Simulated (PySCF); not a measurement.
Telling isomers of C8H10OSi apart by NMR

- shieldings: GIAO PBE0/pcSseg-1
- coordinates at the GFN2-xTB level
- program: PySCF 2.14.0 with density-fitted response routines
- a single conformation, non-relativistic Hamiltonian, one averaged value for each set of equivalent atoms, gas phase

δ = σ(ref) − σ, references computed at the same level: 1H and 13C against TMS. Where no couplings were computed, multiplicities follow the n + 1 count of equivalent neighbours, and m marks all less simple cases (inequivalent or close neighbours, rings, F or P nearby). Shifts are as computed. Against solution values, carbons near 30 ppm lie about +3 ppm off and those near 130 ppm about +5 ppm. Of 1309 compounds with measured shifts, 239 miss one by over three times the rms of a fit or turn the order of signals round; such compounds aren't used in these exercises.

(1) Tabulate the signals of `C=C1C(=C)C(C[SiH3])=C1C=O`, `CC(=O)C1=C[C@@]2([SiH3])C=C[C@@H]12`, `C=Cc1ccccc1O[SiH3]` and their relative energies.

(2) What is the quickest way to tell CC(=O)C1=C[C@@]2([SiH3])C=C[C@@H]12 from C=Cc1ccccc1O[SiH3]?

(3) What is the quickest way to tell C=C1C(=C)C(C[SiH3])=C1C=O from CC(=O)C1=C[C@@]2([SiH3])C=C[C@@H]12?

(4) What is the quickest way to tell C=C1C(=C)C(C[SiH3])=C1C=O from C=Cc1ccccc1O[SiH3]?

## Answers

(1) 
| SMILES | carbon types | δC | δH | E rel. (kcal/mol) |
| --- | --- | --- | --- | --- |
| C=C1C(=C)C(C[SiH3])=C1C=O | 4×C 1×CH 3×CH2 | 190.8, 179.6, 156.8, 150.8, 147.1, 110.1, 95.5, 16.1 | 10.32 (s, 1H), 5.68 (m, 1H), 5.57 (m, 1H), 5.22 (m, 1H), 5.09 (m, 1H), 3.94 (t, 3H), 2.74 (q, 2H) | 62.6 |
| CC(=O)C1=C[C@@]2([SiH3])C=C[C@@H]12 | 3×C 4×CH 1×CH3 | 196.0, 165.5, 156.6, 156.5, 149.4, 55.2, 48.2, 30.1 | 7.69 (s, 1H), 7.00 (m, 1H), 6.99 (m, 1H), 4.12 (s, 3H), 4.00 (m, 1H), 2.24 (s, 3H) | 75.3 |
| C=Cc1ccccc1O[SiH3] | 2×C 5×CH 1×CH2 | 159.0, 138.5, 134.1, 133.1, 130.1, 126.7, 119.3, 117.9 | 8.01 (d, 1H), 7.57 (m, 1H), 7.46 (m, 1H), 7.28 (m, 1H), 6.83 (d, 1H), 6.09 (m, 1H), 5.64 (m, 1H), 5.22 (s, 3H) | 0.0 |

Energies are electronic energies at PBE0/pcSseg-1 on these geometries, without zero-point or thermal terms, each for the one conformer computed, which needn't be the lowest.

(2) Both give the same number of carbon signals, but DEPT or the intensities differ. The first has an allylic sp3 CH at 55.2 ppm, the second a terminal =CH2 carbon at 117.9 ppm. Their most deshielded carbons lie at 196.0 and 159.0 ppm.

(3) Both give the same number of carbon signals, but DEPT or the intensities differ. The first has a terminal =CH2 carbon at 110.1 ppm, the second an allylic sp3 CH at 55.2 ppm. Their most deshielded carbons lie at 190.8 and 196.0 ppm. In the proton spectra the most deshielded non-exchanging signals are 10.32 (s, 1H) and 7.69 (s, 1H).

(4) Both give the same number of carbon signals, but DEPT or the intensities differ. The first has an allylic sp3 CH2 bonded to Si at 16.1 ppm, the second an aromatic CH at 126.7 ppm. Their most deshielded carbons lie at 190.8 and 159.0 ppm. In the proton spectra the most deshielded non-exchanging signals are 10.32 (s, 1H) and 8.01 (d, 1H).
